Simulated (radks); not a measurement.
The numbers below are computed, except where a source is named.
Valence configurations of Au (all share [Xe]). Code: a radial shooting solver on a logarithmic mesh with Libxc functionals. Model: scalar-relativistic Kohn-Sham, PBE, spin-polarised, spherical densities, point nucleus; open shells are filled with parallel spins first (spin-orbit coupling, left out, can overturn this in heavy ions). Energies are relative to 4f14 5d10 6s1; eigenvalues in eV for spin up.

| valence | E (eV) | moment (Bohr magnetons) | e(4f) | e(5d) | e(6p) | e(6s) |
|---|---|---|---|---|---|---|
| 4f14 5d10 6s1 | 0.000 | 1 | -81.097 | -6.989 | - | -6.082 |
| 4f14 5d9.5 6s1.5 | 0.761 | 1 | -82.619 | -8.096 | - | -6.437 |
| 4f14 5d9 6s2 | 1.717 | 1 | -84.206 | -9.247 | - | -6.800 |
| 4f14 5d10 6p1 | 5.284 | 1 | -83.217 | -8.992 | -2.031 | - |
| 4f14 5d9 6s1 6p1 | 6.739 | 3 | -86.115 | -11.263 | -2.460 | -8.653 |
| 4f14 5d8 6s1 6p2 | 15.460 | 5 | -91.036 | -15.256 | -3.668 | -10.810 |
| 4f13.5 5d10 6s1 6p0.5 | 41.832 | 2 | -89.587 | -9.595 | -1.764 | -7.414 |
| 4f13.5 5d8 6s1 6p2.5 | 60.888 | 6 | -99.700 | -17.843 | -4.234 | -11.862 |
| 4f13 5d10 6s2 | 81.995 | 1 | -96.215 | -10.065 | - | -6.684 |
| 4f13 5d10 6s1 6p1 | 87.288 | 3 | -98.229 | -12.193 | -2.425 | -8.633 |

NIST lists [Xe] 4f14 5d10 6s1 as the ground configuration; this level of theory agrees among the configurations tried. The energies are those of spherical high-spin densities, not of single terms.
